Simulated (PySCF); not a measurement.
B(Cl)2(Et) (C2H5BCl2), SMILES CCB(Cl)Cl. Geometry optimised at PBE-D3(BJ)/def2-SVP. The values are those of a single conformer.

Problem. Give the equilibrium geometry at PBE-D3(BJ)/def2-SVP (PySCF confirms it by a frequency run) as Cartesian coordinates in Å, and its point group. (The exact figures need the calculation; the answer reports its results.)

Solution. One answer among several that fit: point group Cs.
```xyz
10

B     -0.1130    -0.1796     0.0000
Cl     1.6239     0.1334     0.0000
Cl    -0.6399    -1.8670     0.0000
C     -1.1706     0.9786     0.0000
C     -0.6541     2.4197     0.0000
H     -1.8392     0.7904    -0.8728
H     -1.8392     0.7904     0.8728
H     -0.0255     2.6238     0.8900
H     -0.0255     2.6238    -0.8900
H     -1.4861     3.1518     0.0000
```
Charge 0, spin multiplicity 1.
